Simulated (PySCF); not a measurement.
Computed shifts of a molecule C5H4F2O, B3LYP/pcSseg-1 in PySCF, GIAO, gas phase, equivalent atoms averaged, in ppm (number of nuclei): ¹³C: 221.1 (1), 168.9 (1), 130.3 (1), 111.9 (1), 101.1 (1). ¹⁹F: -108.1 (1), -128.9 (1). ¹H: 7.24 (1), 6.15 (2), 5.97 (1). References: ¹³C against TMS (σ = 181.3 ppm); ¹⁷O against H2O (σ = 333.8 ppm); ¹⁹F against CFCl3 (σ = 161.7 ppm); ¹H against TMS (σ = 31.68 ppm), references at their B3LYP-D3(BJ)/def2-TZVP geometries, non-relativistic. Geometry optimised at PBE0-D3(BJ)/def2-SVP. Other conformers were not sampled.

Question: Pick the molecule that these values belong to.
A) C=C(F)[C@@H]1OC=C1F
B) F/C=C1/OCC=C1F
C) F/C=C(\F)C1=CCO1
D) C=C=COC=C(F)F

Answer: D, C=C=COC=C(F)F
